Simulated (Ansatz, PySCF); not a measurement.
SiF2ClBr, SMILES F[Si](F)(Cl)Br. Atoms are numbered in the order given.

```xyz
5

F      1.3248    -0.7469    -1.2879
Si     0.4059    -0.5162     0.0000
F      1.3248    -0.7469     1.2879
Cl    -1.0860    -1.8804     0.0000
Br    -0.3491     1.5220     0.0000
```
Charge 0, spin multiplicity 1.

Geometry: PBE0-D3(BJ)/def2-SVP. The structure was generated by enumeration, and PubChem lists no compound with its InChIKey, so it may never have been made.

Two levels are set side by side: PBE-D3(BJ)/def2-SVP (Ansatz, an electronic-structure program) and PBE0-D3(BJ)/def2-SVP (Ansatz). Each level has its own optimised geometry; the coordinates shown are those of the second. Frequencies come from the Hessian of PySCF at each geometry. Differences are taken from unrounded values.

```csv
quantity,PBE0-D3(BJ),PBE-D3(BJ),PBE-D3(BJ) minus PBE0-D3(BJ)
mean bond length (Å),1.848,1.866,0.017
bond F1–Si2 (Å),1.599,1.615,0.017
bond Si2–F3 (Å),1.599,1.615,0.017
bond Si2–Cl4 (Å),2.022,2.038,0.017
bond Si2–Br5 (Å),2.174,2.193,0.019
highest harmonic wavenumber (cm⁻¹),996,959,-37
mean harmonic wavenumber (cm⁻¹),460,441,-18
zero-point energy (kcal/mol),5.91,5.68,-0.24
```

Exact exchange shortens and stiffens bonds; PBE has none. Differences between two approximate levels are no errors against the true value.
